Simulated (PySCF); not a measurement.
CH4FNOSW, SMILES C[O][W](=[NH])([F])=[S], multiplicity 1. Geometry optimised at PBE0-D3(BJ)/def2-SVP. The multiplicity is an assumed one; other spin states were not compared. The def2 effective core potentials stand for the cores of W; spin–orbit coupling is left out. The values are those of a single conformer.

Computed equilibrium geometry at PBE0-D3(BJ)/def2-SVP (PySCF confirms it by a frequency run) as Cartesian coordinates in Å (one conformer of several):
```xyz
10

W     -0.2002     0.0220     0.0745
N     -0.9829    -1.3358    -0.6714
H     -1.2330    -2.3110    -0.8055
S      1.0255    -0.7168     1.6666
F     -1.5136     1.1873     0.7292
O      0.8941     0.7825    -1.2162
C      1.3964     0.5270    -2.4976
H      1.4277     1.4706    -3.0633
H      2.4192     0.1246    -2.4204
H      0.7618    -0.1973    -3.0345
```
Charge 0, spin multiplicity 1.
